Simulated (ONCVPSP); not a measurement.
# chromium: one change to an ONCV potential, before and after

ONCVPSP 4.0.1 input, shortened (lines: element, Z, core and valence counts, functional; n l f; lmax; l rc ep ncon nbas qcut; lloc lpopt rc5 dvloc0; l nproj debl; icmod fcfact rcfact), LDA (Perdew-Zunger), scalar-relativistic:

```
  Cr 24.00    3    4        3      upf
    1    0    2.00
    2    0    2.00
    2    1    6.00
    3    0    2.00
    3    1    6.00
    3    2    5.00
    4    0    1.00
    2
    0    1.40    0.00    4    8    8.10
    1    1.20    0.00    4    8   10.40
    2    1.85    0.00    5   10    8.20
    4    4    1.20    0.00
    0    2    0.90
    1    1    0.60
    2    2    3.20
    3    5.50    1.50
```

Change: p: qcut 14.3.

Cutoffs: the cutoffs (Ha) at which the residual kinetic energy of the hardest occupied pseudo-wave falls to 1 and 0.1 mHa per electron; they do not see the model core or the augmentation charge, which bear on the density cutoff. Errors are all-electron minus pseudo energies relative to the spin-unpolarised reference configuration.

Problem. What does the change do?

Solution. The potential gets harder (28 Ha and 32 Ha → 38 Ha and 56 Ha); the errors of the 3 common tests hardly move; neither file shows a bound ghost. The waves are optimised to have the least kinetic energy above qcut, so the cutoff follows it (qcut²/2 in Ha).

| quantity | base | changed |
| --- | --- | --- |
| cutoff, loose | 28 Ha | 38 Ha |
| cutoff, tight | 32 Ha | 56 Ha |
| loose cutoff by channel | s 24 Ha, p 26 Ha, d 28 Ha | s 24 Ha, p 38 Ha, d 28 Ha |
| bound ghosts | none | none |
| GHOST(+) flags under 300 eV | none | none |
| tests with a reliable result | 3 of 4 | 3 of 4 |
| error for 3s2 3p6 3d5 4s0, meV [ΔE 7.14 eV] | +4.1 | +4.2 |
| error for 3s2 3p6 3d4 4s0, meV [ΔE 23.48 eV] | +5.9 | +5.9 |
| error for 3s1 3p6 3d5 4s1, meV [ΔE 79.87 eV] | -318 | -321 |
| s: phases at 1.42 bohr within 0.05 rad from the reference energy up to (Ha; the scan ends near 5) | 2.1 | 2.1 |
| p: phases at 1.22 bohr within 0.05 rad from the reference energy up to (Ha; the scan ends near 5) | to the end of the scan | to the end of the scan |
| d: phases at 1.88 bohr within 0.05 rad from the reference energy up to (Ha; the scan ends near 5) | to the end of the scan | to the end of the scan |
| rms error of d²Exc/dni dnj with the model core, mHa | 1.37 | 1.38 |
